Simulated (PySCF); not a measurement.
C₉H₈SSe, SMILES c1c(-c2sccc2C)[se]cc1. Atoms are numbered in the order given.

```xyz
19

C     -1.7303    -1.5119    -1.1820
C     -1.8881    -0.1454    -0.5798
C     -3.1288     0.5678    -0.5783
C     -3.0577     1.8063     0.0251
S     -1.4657     2.1348     0.6100
C     -0.8614     0.5835     0.0410
C      0.5320     0.2601     0.2643
C      1.4934     1.0493     0.8916
C      2.8010     0.4905     0.9825
C      2.9378    -0.7666     0.4323
Se     1.3267    -1.3793    -0.2875
H     -2.6878    -1.8651    -1.6101
H     -1.4039    -2.2627    -0.4301
H     -0.9758    -1.5223    -1.9981
H     -4.0511     0.1630    -1.0185
H     -3.8541     2.5479     0.1599
H      1.2471     2.0451     1.2900
H      3.6400     1.0212     1.4560
H      3.8406    -1.3880     0.3851
```
Charge 0, spin multiplicity 1.

Geometry: PBE-D3(BJ)/def2-SVP. The structure was generated by enumeration, and PubChem lists no compound with its InChIKey, so it may never have been made. Other conformers were not sampled.

Level of theory: TDA-B3LYP/def2-SVP (PySCF).

Vertical excitations. The molecule is in vacuum.

Computed UV-visible absorptions:
| state | energy (eV) | λ (nm) | f | main pairs |
|---|---|---|---|---|
| S1 | 4.11 | 302 | 0.604 | HOMO→LUMO 93 % |
| S2 | 4.70 | 264 | 0.000 | HOMO→LUMO+2 99 % |
| S3 | 4.74 | 262 | 0.017 | HOMO−1→LUMO 72 %, HOMO→LUMO+1 17 % |
| S4 | 4.89 | 254 | 0.064 | HOMO−2→LUMO 83 % |
| S5 | 5.12 | 242 | 0.005 | HOMO→LUMO+1 51 %, HOMO−3→LUMO 24 %, HOMO−1→LUMO 16 % |
| S6 | 5.32 | 233 | 0.000 | HOMO→LUMO+3 98 % |
| T1 | 2.42 | 513 | 0 | HOMO→LUMO 96 % |
| T2 | 3.77 | 328 | 0 | HOMO→LUMO+1 61 %, HOMO−3→LUMO 31 % |
Triplets are in the Tamm–Dancoff approximation.
